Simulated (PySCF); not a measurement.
BrClGeH2. Atoms are numbered in the order given.

```xyz
5

Ge     0.6860     0.5462     0.0000
Cl    -0.8584     2.0502     0.0000
Br    -0.2953    -1.5348     0.0000
H      1.4880     0.6945     1.2925
H      1.4880     0.6945    -1.2925
```
Charge 0, spin multiplicity 1.

Geometry optimised at r2SCAN-D4/def2-SVP.

All values below come from M06-2X/def2-TZVPD run with PySCF.

Symmetry labels are those of the subgroup Cs that the program uses (full group Cs).

Computed valence orbital energies around the gap with their symmetry:
| orbital | symmetry | energy (eV) |
|---|---|---|
| HOMO−7 | A' | -17.17 |
| HOMO−6 | A" | -12.70 |
| HOMO−5 | A' | -12.45 |
| HOMO−4 | A' | -12.08 |
| HOMO−3 | A" | -10.63 |
| HOMO−2 | A' | -10.62 |
| HOMO−1 | A' | -9.95 |
| HOMO | A" | -9.85 |
| LUMO | A' | -0.32 |
| LUMO+1 | A' | 0.12 |
| LUMO+2 | A' | 0.39 |
| LUMO+3 | A" | 0.88 |
